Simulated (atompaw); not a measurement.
**Reading a pseudo-wave (As)**

Columns: radius, all-electron u(r) and pseudo u(r) of the 3d shell (level -50.68 eV) of arsenic in the configuration [Ar] 3d10 4s2 4p2; LDA (PW92), scalar-relativistic, PAW (atompaw) scheme, atompaw 4.2.0.5.

```csv
r (bohr),all-electron,pseudo
0.075,0.1021,0.0037
0.150,0.4108,0.0285
0.225,0.7452,0.0895
0.300,0.9968,0.1918
0.375,1.1429,0.3290
0.450,1.1990,0.4844
0.525,1.1912,0.6357
0.600,1.1428,0.7606
0.675,1.0711,0.8421
0.750,0.9882,0.8729
0.825,0.9014,0.8562
0.900,0.8154,0.8038
0.975,0.7331,0.7321
1.050,0.6560,0.6561
1.125,0.5848,0.5848
1.200,0.5198,0.5198
1.275,0.4610,0.4610
1.350,0.4080,0.4080
1.425,0.3605,0.3605
1.500,0.3181,0.3181
1.575,0.2804,0.2804
1.650,0.2469,0.2469
1.725,0.2172,0.2172
1.800,0.1909,0.1909
1.875,0.1677,0.1677
1.950,0.1473,0.1473
```

(1) How many radial nodes do the two functions have?

(2) At about which radius was the pseudo-wave matched?

(3) Is the pseudo-wave norm-conserving?

Results:

(1) The all-electron 3d function has n − l − 1 = 0; the pseudo-wave has 0.

(2) 1.10 bohr, where the columns begin to agree (steps of 0.07 bohr).

(3) No, it belongs to a PAW set: the norm inside the radius is not constrained, and the difference is carried by the augmentation charge.
